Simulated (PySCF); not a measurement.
A side-by-side comparison of computed properties.

First species: 2,2,4-trimethylpentane, C₈H₁₈.
InChI=1S/C8H18/c1-7(2)6-8(3,4)5/h7H,6H2,1-5H3

Second species: C4H8F2O2Si.
SMILES: `CO[SiH2]C(OC)=C(F)F`

Levels: PBE0/pcSseg-1 for dipole moment, HOMO energy, LUMO energy and HOMO–LUMO gap; GFN2-xTB for rotational constant A and rotational constant C. Geometries: GFN2-xTB. All species are isolated and taken at one optimised geometry, non-relativistic unless stated. Electronic properties by PySCF.

Dipoles, sizes and rotational constants follow the conformer. The torsions of the flexible species, by atom-mapped SMILES:
- `[CH3:1][CH:2]([CH3:3])[CH2:4][C:5]([CH3:6])([CH3:7])[CH3:8]`: C1–C2–C4–C5 171°, C2–C4–C5–C6 -159°
- `[CH3:1][O:2][SiH2:3][C:4]([O:5][CH3:6])=[C:7]([F:8])[F:9]`: C1–O2–Si3–C4 -61°, O2–Si3–C4–O5 40°, Si3–C4–O5–C6 180°

```tsv
property	column X	column Y
dipole moment	0.12 D	2.57 D
HOMO energy	-8.40 eV	-6.69 eV
LUMO energy	1.31 eV	0.34 eV
HOMO–LUMO gap	9.71 eV	7.03 eV
rotational constant A	2.996 GHz	2.024 GHz
rotational constant C	1.114 GHz	0.652 GHz
```

Task: Which column belongs to which species?

Result: Column X is the first species and column Y the second. The first has 26 atoms and 66 electrons, the second 17 and 80.

Task: How does each property change from the first species to the second?

Result: dipole moment +2.45 D; HOMO energy +1.71 eV; LUMO energy -0.97 eV; HOMO–LUMO gap -2.68 eV; rotational constant A -0.972 GHz; rotational constant C -0.462 GHz.

On the first: In atomic units the dipole is 0.05 e·bohr (1 au = 2.5417 D).

On the second: A dipole of 2.57 D is allowed in C1, and pure rotational transitions are dipole-allowed. The dipole equals about 8.6 × 10⁻³⁰ C·m (1 D = 3.33564 × 10⁻³⁰ C·m).
